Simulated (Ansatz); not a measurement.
Cost and result up the ladder for (ClMg-mu-F)2 (Mg2Cl2F2) (6 atoms). Total charge 0; singlet. Geometry: r2SCAN-D4/def2-SVP.

```tsv
atom	x (Å)	y (Å)	z (Å)
Mg1	-0.172	-0.003	-1.442
Cl2	-0.435	-0.010	-3.628
F3	-0.337	-1.186	0.044
Mg4	0.176	0.005	1.442
Cl5	0.434	0.006	3.628
F6	0.336	1.189	-0.044
```

Ansatz on 4 threads of Arm Neoverse N1 on a shared host. Times are rough, and most runs start from the orbitals of an earlier one. r2SCAN0-D4/def2-TZVP serves as the yardstick here, not as an exact answer. Differences are given only for rows in sets of like size (and for xTB, whose basis is part of the method), since another set adds its own error. Binding counts from free atoms at the same level (Mg singlet, Cl doublet, F doublet; other spins of the atoms weren't run), without zero-point energy or a counterpoise term.

LC-ωPBE has ω = 0.4 bohr⁻¹. B3LYP takes the VWN-RPA correlation. HSE06 is defined as in plane-wave codes, on full-range PBE exchange. Correlated methods freeze 14 core orbitals; core or outer-core shells of Mg are correlated, in sets that lack core-valence functions. The rows differ in basis, and correlated rows in double-zeta sets carry the largest basis error.

Correlated methods converge slowly with the basis, most of all in double-zeta sets.

| level | functions | wall time | binding energy per atom (eV) | difference from r2SCAN0-D4/def2-TZVP (eV) |
| --- | --- | --- | --- | --- |
| HF/6-31G | 70 | 0.6 s | 2.56 | – |
| B3LYP-D4/6-31G | 70 | 1.8 s | 3.22 | – |
| LDA (SPW92)/def2-TZVP | 200 | 1.9 s | 3.92 | 0.41 |
| PBE0-D4/def2-SVP | 100 | 2.3 s | 3.57 | – |
| PBE-D4/def2-TZVP | 200 | 3.1 s | 3.54 | 0.02 |
| LC-ωPBE/def2-TZVP | 200 | 4 s | 3.57 | 0.05 |
| MP2/def2-TZVP | 200 | 4.1 s | 3.64 | 0.12 |
| HSE06-D4/def2-TZVP | 200 | 5.5 s | 3.47 | -0.04 |
| PBE0-D4/def2-TZVP | 200 | 5.5 s | 3.47 | -0.04 |
| RPA@PBE/def2-TZVP | 200 | 7.5 s | 3.14 | -0.38 |
| PBE-QIDH/def2-TZVP | 200 | 8 s | 3.51 | 0.00 |
| r2SCAN-D4/def2-TZVP (with forces) | 200 | 8.5 s | 3.61 | 0.10 |
| r2SCAN0-D4/def2-TZVP | 200 | 9.5 s | 3.52 | 0.00 |
| CCSD(T)/def2-SVP | 100 | 13 s | 3.42 | – |
